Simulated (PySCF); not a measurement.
Constitutional and geometric isomers with formula C3H4S. All species are isolated molecules in the gas phase. One relaxed conformer stands for each flexible species; it need not be the lowest. Strings in code marks are SMILES.

The S1–T1 gap (TDA) from two functionals at the same geometries (PBE0-D3(BJ)/def2-TZVP), both in PySCF: PBE-D3(BJ)/def2-TZVP and M06-2X/def2-TZVP. Excitations are Tamm–Dancoff values on a coarser integration grid. The basis has no diffuse functions, so Rydberg states are missing or too high.

```tsv
species	PBE-D3(BJ)/def2-TZVP (eV)	M06-2X/def2-TZVP (eV)
`S(C)C#C`	0.37	0.22
`S=C1CC1`	0.51	0.39
`SC1=CC1` (H–S–C–C torsion 180°)	0.86	0.98
`C#CCS`	0.55	0.43
```

Over these rows, drawn at random from the members with no instability flagged (it was tested for open shells, ions and some series alone), PBE minus M06-2X: mean +0.07 eV, from -0.13 eV to +0.15 eV.
